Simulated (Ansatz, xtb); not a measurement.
C2H10GeOSi: which of two isomers lies lower

We compare a, `CO[SiH2][GeH2][CH3]`, a singlet, with b, `C[O][Ge@@H]([CH3])[SiH3]`, a singlet. Both are isolated molecules in the gas phase, relaxed with r2SCAN-D4/def2-SVP; each stands in its lowest conformer found.

a (Å):

```xyz
15

C     0.1304    1.1973   -2.1018
C    -0.4868   -1.4036    2.0873
Ge    1.3009   -0.6095    1.9691
O     0.3175    0.7102   -0.7911
Si    1.7224   -0.0593   -0.2991
H     0.8825    1.9647   -2.3675
H    -0.8672    1.6588   -2.1663
H     0.1847    0.3873   -2.8542
H     2.9105    0.8374   -0.4941
H     1.9617   -1.2836   -1.1370
H     2.3599   -1.5919    2.5078
H     1.3611    0.6611    2.8387
H    -1.2136   -0.7308    1.6092
H    -0.5109   -2.3715    1.5653
H    -0.7771   -1.5603    3.1366
```

b (Å):

```yaml
atoms:
  - { symbol: C, position_ang: [-2.0970, -1.6311, -1.1877] }
  - { symbol: C, position_ang: [1.0209, 0.7524, 0.5259] }
  - { symbol: Ge, position_ang: [-0.0058, 0.1814, -1.0213] }
  - { symbol: O, position_ang: [-1.1785, -0.9954, -0.3350] }
  - { symbol: Si, position_ang: [1.3218, -0.9065, -2.6911] }
  - { symbol: H, position_ang: [-2.7466, -2.2815, -0.5789] }
  - { symbol: H, position_ang: [-1.6029, -2.2704, -1.9488] }
  - { symbol: H, position_ang: [-2.7491, -0.9138, -1.7270] }
  - { symbol: H, position_ang: [-0.8162, 1.3554, -1.6280] }
  - { symbol: H, position_ang: [1.5653, -0.1031, 0.9511] }
  - { symbol: H, position_ang: [0.3363, 1.1501, 1.2897] }
  - { symbol: H, position_ang: [1.7435, 1.5352, 0.2514] }
  - { symbol: H, position_ang: [0.5055, -1.3088, -3.8772] }
  - { symbol: H, position_ang: [2.4008, 0.0202, -3.1567] }
  - { symbol: H, position_ang: [1.9604, -2.1288, -2.1131] }
```

Question: Estimate which is lower in electronic energy at CCSD(T)/def2-SVP + ΔMP2/def2-TZVPP, and by roughly how much.

Answer: The CCSD(T)/def2-SVP + ΔMP2/def2-TZVPP calculation puts structure a lower, by 12.0 kcal/mol.

Level by level:

```
                             level            geometry  E(b) − E(a) (kcal/mol)  departure from the last row (kcal/mol)  job, with rough time for the two
                          GFN2-xTB            GFN2-xTB                     +18.9                                    +6.9              optimisation, 0.78 s
                         HF/STO-3G            GFN2-xTB                      +3.7                                    −8.3               single point, 2.1 s
      r2SCAN-D4/def2-SVP//GFN2-xTB            GFN2-xTB                      +8.4                                    −3.6                single point, 11 s
                r2SCAN-D4/def2-SVP  r2SCAN-D4/def2-SVP                     +10.3                                    −1.8             optimisation, 4.2 min
                       HF/def2-SVP  r2SCAN-D4/def2-SVP                     +12.2                                    +0.2           part of the CCSD(T) run
                      MP2/def2-SVP  r2SCAN-D4/def2-SVP                     +10.5                                    −1.5           part of the CCSD(T) run
                  CCSD(T)/def2-SVP  r2SCAN-D4/def2-SVP                     +10.0                                    −2.0                      single point
CCSD(T)/def2-SVP + ΔMP2/def2-TZVPP  r2SCAN-D4/def2-SVP                     +12.0                                                     single point, 3.2 min
```

As drawn, b has 1 Ge–O, 1 Si–H in place of 1 O–Si, 1 Ge–H.

None of the levels shown reverses the order. The largest departure from CCSD(T)/def2-SVP + ΔMP2/def2-TZVPP is that of HF/STO-3G, 8.3 kcal/mol. The last row adds to CCSD(T) the change of the MP2 difference between the two basis sets, here +2.0 kcal/mol.

With thermal terms from frequencies at re-optimised GFN2-xTB minima (ideal gas, soft modes damped towards free rotors, one conformer each, 298.15 K, 1 atm): the zero-point term adds −1.3 kcal/mol; ΔH is +11.2 and ΔG +10.3 kcal/mol.

The correlated steps freeze 17 core orbitals; the filled d shell of Ge is correlated, in a basis made for valence electrons. Mirror images aren't counted in ΔG. Run with Ansatz 0.2.0, xtb 6.7.1; the last row on 2 threads of Intel(R) Xeon(R) Processor @ 2.50GHz (Skylake/Cascade Lake) on a shared host.
